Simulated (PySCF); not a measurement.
Species: C2H7N3OSi.
SMILES: `CO[Si](N)(N)C#N`

The closed-shell SCF was solved with PySCF and density fitting under several settings on one GFN2-xTB geometry (grid level 2 and gas phase unless stated).

```tsv
settings	basis functions	SCF cycles	E (Eh)	HOMO (eV)	LUMO (eV)	dipole (D)
PBE0/pcSseg-1	161	14	-608.9608	-7.76	-0.07	3.73
PBE0/def2-SVPD	203	14	-608.6992	-7.90	-0.28	3.75
```

Q: Estimate the rows for these settings: (1) OPBE/pcSseg-1, grid level 1, fitting basis def2-qzvpp-jkfit; (2) mPW1PW91/pcSseg-1.

A: 
```
                                                   settings  basis functions  SCF cycles     E (Eh)  HOMO (eV)  LUMO (eV)  dipole (D)
OPBE/pcSseg-1, grid level 1, fitting basis def2-qzvpp-jkfit              161          12  -609.2368      -6.25      -0.89        3.72
                                          mPW1PW91/pcSseg-1              161          14  -609.3740      -7.80      -0.09        3.73
```

Q: Over all rows, what range does the HOMO–LUMO gap span?

A: From 5.36 eV (OPBE/pcSseg-1, grid level 1, fitting basis def2-qzvpp-jkfit) to 7.71 eV (mPW1PW91/pcSseg-1). The functional of the narrowest has no exact exchange, that of the widest 25 % exact exchange.

Q: And the dipole moment?

A: From 3.72 D (OPBE/pcSseg-1, grid level 1, fitting basis def2-qzvpp-jkfit) to 3.75 D (PBE0/def2-SVPD); the largest is 1.01 times the smallest, and the median is 3.73 D.

Q: Compare two rows with the functional PBE0: PBE0/pcSseg-1 and PBE0/def2-SVPD. Which energy is lower, and by how much?

A: PBE0/pcSseg-1 (161 functions) lies 0.2616 Eh or 164 kcal/mol below PBE0/def2-SVPD (203 functions). The smaller set gives the lower energy; the two sets aren't nested, so the variational bound doesn't order them by size.

Whole jobs, the steps after the SCF included, on an Arm Neoverse V1 with one thread, on a shared host:

```
                                                   settings                                                            work after the SCF  wall time  peak memory
                                              PBE0/pcSseg-1                                       shieldings, charges and field gradients       18 s     0.74 GiB
                                             PBE0/def2-SVPD             6 singlets by full TDDFT, 2 Tamm–Dancoff triplets, polarisability       29 s     0.84 GiB
OPBE/pcSseg-1, grid level 1, fitting basis def2-qzvpp-jkfit  spin–spin couplings from 13 perturbed nuclei, spin–dipole term for 4 of them       24 s     0.59 GiB
                                          mPW1PW91/pcSseg-1                                       shieldings, charges and field gradients       18 s     0.76 GiB
```

Cycle counts include a coarse-grid stage where the run had one.

The values belong to the conformer `[CH3:1][O:2][Si:3]([NH2:4])([NH2:5])[C:6]#[N:7]`: C1–O2–Si3–N4 -46°, H–N4–Si3–O2 173°, H–N4–Si3–O2 -49°, H–N5–Si3–O2 -32°, H–N5–Si3–O2 -171°.
